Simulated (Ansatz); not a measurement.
Geometry optimisation, RKS B3LYP-D4/def2-SVP in Ansatz.

The input (input.yaml):

```yaml
crystal:
  periodic: [false, false, false]
  atoms:
    - { symbol: B, position_ang: [0.0, 0.0, 0.0] }
    - { symbol: C, position_ang: [0.0, 0.0, 1.6] }
    - { symbol: H, position_ang: [-0.9996, -0.3092, 1.9705] }
    - { symbol: H, position_ang: [0.7676, -0.7111, 1.9705] }
    - { symbol: H, position_ang: [0.232, 1.0203, 1.9705] }
    - { symbol: F, position_ang: [1.1431, 0.0, -0.66] }
    - { symbol: F, position_ang: [-1.1431, 0.0, -0.66] }
basis:
  gaussian: { orbitals: def2-SVP }
hamiltonian:
  xc: b3lyp
  dispersion: d4
relax:
  f_tol: 0.02
  max_steps: 40
```

Launched with:

```bash
$ ansatz run input.yaml --threads 1 --pin off --max-ram 2048MiB --backend cpu --events-out ev --progress --plain --runs-dir out
```

Problem. Where does it end, and by what steps?

Solution. The forces met the threshold. After 4 steps the energy has fallen by 0.051 eV; F7 moved furthest, 0.05 Å.

```json
{"step": "0", "energy less start (eV)": "0.0000", "largest force component (eV/Å)": "1.529", "accepted": "yes"}
{"step": "1", "energy less start (eV)": "-0.0384", "largest force component (eV/Å)": "0.820", "accepted": "yes"}
{"step": "2", "energy less start (eV)": "-0.0238", "largest force component (eV/Å)": "0.875", "accepted": "no"}
{"step": "3", "energy less start (eV)": "-0.0503", "largest force component (eV/Å)": "0.074", "accepted": "yes"}
{"step": "4", "energy less start (eV)": "-0.0506", "largest force component (eV/Å)": "0.012", "accepted": "yes"}
```

```xyz
7
Properties=species:S:1:pos:R:3
B -0.005 -0.007 0.025
C -0.011 -0.022 1.586
H -0.986 -0.309 2.005
H 0.773 -0.683 1.987
H 0.224 0.996 1.949
F 1.126 -0.001 -0.667
F -1.120 0.026 -0.691
```

Whether the end is a true minimum wasn't checked by a vibrational analysis.

Run time: 11 s on 1 thread of Arm Neoverse V1, on a shared host, peak memory 0.14 GiB.
